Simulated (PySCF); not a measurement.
**Mg (magnesium, neutral): UHF calculation**

Configuration: [Ne] 3s2, closed-shell 1S. Computed with PySCF 2.14 in cc-pVTZ, with the non-relativistic Hamiltonian (point nucleus).

```json
{
  "Total energy": "-199.613347 hartree",
  "One-electron energy": "-279.4292 hartree",
  "Hartree (Coulomb) energy": "95.8100 hartree",
  "Exchange energy": "-15.9942 hartree",
  "Kinetic energy": "199.61094 hartree",
  "⟨S²⟩": "0.0000",
  "⟨L²⟩": "0.000",
  "Sum of ⟨r⟩": "12.26 bohr",
  "Sum of ⟨r²⟩": "29.60 bohr²",
  "Density at the nucleus (Gaussians lack the cusp)": "1080 bohr⁻³",
  "Langevin diamagnetic susceptibility": "-23.4 ×10⁻⁶ cm³/mol",
  "Time after the integrals": "0.06 s of wall time on 1 thread of Neoverse-V1 (shared host)"
}
```

```csv
shell,electrons,mean orbital energy (eV),"rms radius, mean of both spins (bohr)"
1s,2,-1334.2,0.152
2s,2,-102.52,0.756
2p,6,-62.098,0.773
3s,2,-6.886,3.52
```
